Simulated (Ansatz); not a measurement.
Compare A (`C=CC1=C[SiH2]1`) with its isomer B (`C=C1C=C[SiH2]1`).

Computed with Ansatz on PBE0-D4/def2-TZVP structures; ΔE is electronic, products minus reactants. CCSD(T)/CBS adds triple-zeta CCSD(T) − MP2 to the extrapolated MP2 energy (def2 sets, frozen cores). DFT in def2-TZVPP. B3LYP here is the variant with VWN-RPA as its local correlation; programs differ in this. Each species was taken in one conformer, which may not be the lowest.

Task: Which isomer does CCSD(T)/CBS put lower? Give the gap. (Estimate.)

Result: Ansatz gave: B, by 16.2 kcal/mol.

Task: Give E(B) − E(A) in kcal/mol with r2SCAN-D4, HF/def2-TZVPP, CCSD/def2-TZVPP, B2PLYP, PBE-D4, PBE0-D4, B3LYP. (An estimate is asked.)

Result: Computed: r2SCAN-D4 -14.8, HF/def2-TZVPP -16.4, CCSD/def2-TZVPP -16.2, B2PLYP -15.3, PBE-D4 -15.2, PBE0-D4 -15.9, B3LYP -14.8. None reverses the order clearly.

Largest T1 diagnostic: 0.013.

From PBE to PBE0 (25 % exact exchange), in def2-TZVPP and without D4, E(B) − E(A) moves by −0.8 kcal/mol.
